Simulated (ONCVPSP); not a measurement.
Cs, ONCV: configuration errors across variants

```
Element                 : caesium
Generator               : ONCVPSP 4.0.1
Type                    : optimised norm-conserving Vanderbilt (ONCV)
Functional              : PBE
Relativity              : scalar-relativistic
Frozen core             : [Kr] 4d10
Valence charge          : 9
Reference configuration : 5s2 5p6 6s1
Partial waves           : 5s+6s: rc 3.00 bohr, ncon 4, nbas 9, qcut 4.7 1/bohr, 2 projectors; 5p: rc 2.50 bohr, ncon 4, nbas 7, qcut 5.9 1/bohr, 2 projectors, debl 2.7 Ha; d scattering state at 0.05 Ha: rc 2.50 bohr, ncon 3, nbas 7, qcut 3.6 1/bohr, local
Local potential         : the d channel
Core correction         : Teter function, fcfact 2.5, rcfact 1.25
```

All-electron excitation energies from the reference (eV): (1) 5s2 5p6 6s0 3.863; (2) 5s2 5p6 6s0.5 1.471; (3) 5s2 5p6 6s0 6p1 1.371; (4) 5s1 5p6 6s1 31.683.

3 further variants failed, have other tests or too few solved ones, and are left out.

Errors AE − PS in meV (a dash: test not solved or not reliable):

```csv
change,(1),(2),(3),(4),bound ghosts,GHOST(+) flags above zero
base,-0.4,-0.1,+0.1,-150,none,none
s: rc 2.7,-0.3,-0.1,+0.2,-92,none,none
s: rc 2.88,-0.3,-0.1,+0.1,-126,none,none
s: rc 3.2,-0.4,-0.1,+0.1,-191,none,none
s: rc 3.54,-0.4,-0.1,+0.1,-264,none,none
s: rc 3.8,-0.4,-0.1,+0.1,-305,none,none
```

Problem. Give the same row for: s: rc 4.14.

Solution. -0.5, -0.1, 0.0, -310; bound ghosts: none; GHOST(+) flags above zero: none.
